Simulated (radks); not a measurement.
Cu4+, 25 electrons, occupied as [Ar] 3d7. Method: Dirac Kohn-Sham, LDA (Slater exchange, Perdew-Wang correlation), spin-unpolarised, spherical densities, finite nucleus; open shells fill j = l - 1/2 first; Fermi nuclear charge, rms radius 3.8823 fm; computed with a radial shooting solver on a logarithmic mesh with Libxc functionals.

Spin-orbit splittings of the eigenvalues, e(l+1/2) - e(l-1/2), with zeta = 2 splitting/(2l+1) and mean radii in bohr:

shell,occ.,splitting (eV),zeta (eV),<r> j=l-1/2,<r> j=l+1/2
2p,6,20.44,13.62,0.2044,0.2077
3p,6,2.740,1.827,0.7204,0.7298
3d,7,0.3612,0.1445,0.8027,0.8064
